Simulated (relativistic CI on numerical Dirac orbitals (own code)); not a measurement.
## Hyperfine structure of Ta XXXVII, mass number 181

Method of calculation: Dirac-Coulomb-Breit CI, orbitals from a KLI potential per configuration, model QED (radiative potential, 1s self-energy scaled to tabulated hydrogen-like ionisation energies), unscaled Slater integrals (own radial code, finite nucleus).

Configuration list (outside the closed core [Ar] 3d10): 4s2 4p6 4d, 4s2 4p6 4f, 4s2 4p5 4d2, 4s 4p6 4d2, 4s2 4p5 4d 4f, 4s 4p6 4d 4f, 4s2 4p6 5s, 4s2 4p6 5p, 4s2 4p6 5d, 4p6 4d3, 4p5 4d4, 4p5 4d3 4f, 4s 4p6 4f2, 4s 4p5 4f3, 4p6 4f3. Double excitations out of closed p, d and f shells are left out; levels of such configurations are missing from the list, as are those of other unlisted configurations, and high levels can miss mixing partners.

Nuclear spin I = 7/2, μ = 2.365 μN, Q = 3.17 b (tables of Stone and Pyykkö). The electronic factors are computed for point nuclear moments, without core polarisation or the Bohr-Weisskopf and QED corrections.

```csv
Level,E (cm⁻¹),A (MHz),B (MHz)
4s2 4p6 4d 2D_3/2,0,17340,55800
4s2 4p6 4d 2D_5/2,142734,6991,67700
4s2 4p5 4d2 4D°_1/2,1199301,3153,
4s2 4p5 4d2 4G°_9/2,1345310,18140,-300000
4s2 4p5 4d2 2H°_11/2,1377791,17190,-237000
```

Levels with J = 0, under 50 % of one LS term, or S terms without an open s electron are left out. Small factors come from cancelling terms and can be off by tens of per cent or more.

At this charge energies of transitions that change n are usually good to better than 1 %, and those within a shell (Δn = 0) to a few per cent.

Question: Give the hyperfine levels of 4s2 4p6 4d 2D_3/2 relative to its centre of gravity.

Answer: With K = F(F + 1) − I(I + 1) − J(J + 1), E = AK/2 + B[¾K(K + 1) − I(I + 1)J(J + 1)]/[2I(2I − 1)J(2J − 1)]: F = 2: -87140, F = 3: -74960, F = 4: -21550, F = 5: 104900 MHz.

LS names give the leading component of a level, which can be under half, so a name can repeat, a term be missing and a line seem to break the LS rules.
